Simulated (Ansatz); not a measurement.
Gas-phase electronic energies from Ansatz, PBE0-D4/def2-TZVP geometries. CCSD(T)/CBS is the MP2 limit (def2-TZVPP, def2-QZVPP) plus CCSD(T) − MP2 in def2-TZVPP, frozen cores. DFT in def2-TZVPP. B3LYP here is the variant with VWN-RPA as its local correlation; programs differ in this. For Br, Ga outer-core shells are correlated without core-valence functions, which leaves a few kJ/mol of doubt a bond. Scalar relativity is left out up to krypton. One conformer a species, not always the lowest.

Reaction (formal exchange of groups at a Ga–Si bond): `[NH2][GaH][SiH2][SiH3]` + `C=C(N)Br` → `[NH2][GaH][Br]` + `C=C(N)[SiH2][SiH3]`

CCSD(T)/CBS gives -153.4 kJ/mol.

**Question.** Another level gave -155.9 kJ/mol. Which?
A. CCSD/def2-TZVPP
B. HF/def2-TZVPP
C. PBE/def2-TZVPP
D. B3LYP-D4/def2-TZVPP

**Answer.** A. CCSD/def2-TZVPP -155.9, HF/def2-TZVPP -182.9, B3LYP-D4 -150.5, PBE -132.2 kJ/mol.

Largest T1 diagnostic among the species: 0.015.

From PBE to PBE0 (25 % exact exchange), in def2-TZVPP and without D4, ΔE moves by −12.0 kJ/mol. In def2-TZVPP, CCSD(T) changes the Hartree–Fock value by +30.9 kJ/mol (the triples alone add +3.9 kJ/mol) and MP2 by +27.3 kJ/mol.
